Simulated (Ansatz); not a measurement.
Ansatz (a first-principles code) input (CCSD(T)/cc-pV(T+d)Z):
A basis named .json is the Basis Set Exchange file of that set.

Ansatz 0.2 input:
```yaml
crystal:
  periodic: [false, false, false]
  atoms:
    - {symbol: C, position_ang: [-1.35905626, 0.01835902, 0.03901895]}
    - {symbol: C, position_ang: [-0.71624194, -1.31982445, -0.17718476]}
    - {symbol: C, position_ang: [0.60377648, -1.38249636, -0.10242708]}
    - {symbol: C, position_ang: [1.34163003, -0.10986432, 0.19196913]}
    - {symbol: S, position_ang: [0.05325124, 1.20711868, 0.07169583]}
    - {symbol: H, position_ang: [-2.04284101, 0.33802487, -0.74704930]}
    - {symbol: H, position_ang: [-1.86833395, 0.10910994, 1.00046800]}
    - {symbol: H, position_ang: [-1.35345050, -2.17845589, -0.34269438]}
    - {symbol: H, position_ang: [1.17161817, -2.29834124, -0.19969010]}
    - {symbol: H, position_ang: [1.74563607, -0.06247434, 1.20514092]}
    - {symbol: H, position_ang: [2.13672810, 0.13958705, -0.51034435]}
    - {symbol: H, position_ang: [0.13797339, 1.40160746, -1.26122153]}
basis:
  gaussian:
    orbitals: cc-pV_T+d_Z.json
total_charge: 1
magnetization: {spin_polarized: false}
correlation: {method: ccsd_t, electrons: outside_noble_gas}
```

End of the output:

```
9 core orbitals not correlated
reference -15044.62670868 eV, -552.8798339297 hartree; 14, 14 occupied and 234, 234 virtual orbitals, 1467 factors
second order -22.36484084 eV of doubles, -0.00000000 eV of singles
coupled cluster: 3.73 GiB planned
cycle   1  -22.96494212 eV  change   -6.0e-1 eV  update   1.0e-1
cycle   2  -23.56622992 eV  change   -6.0e-1 eV  update   3.0e-2
cycle   3  -23.67354957 eV  change   -1.1e-1 eV  update   1.4e-2
cycle   4  -23.66718757 eV  change    6.4e-3 eV  update   3.5e-3
cycle   5  -23.66826944 eV  change   -1.1e-3 eV  update   1.4e-3
cycle   6  -23.66842498 eV  change   -1.6e-4 eV  update   3.5e-4
cycle   7  -23.66828683 eV  change    1.4e-4 eV  update   1.3e-4
cycle   8  -23.66828897 eV  change   -2.1e-6 eV  update   4.2e-5
cycle   9  -23.66829082 eV  change   -1.8e-6 eV  update   1.5e-5
perturbative correction -1.11950211 eV, -0.0411409437 hartree
Total energy: -15069.41450161 eV, -553.7907685180 hartree
```

It need not be the lowest isomer of its formula.
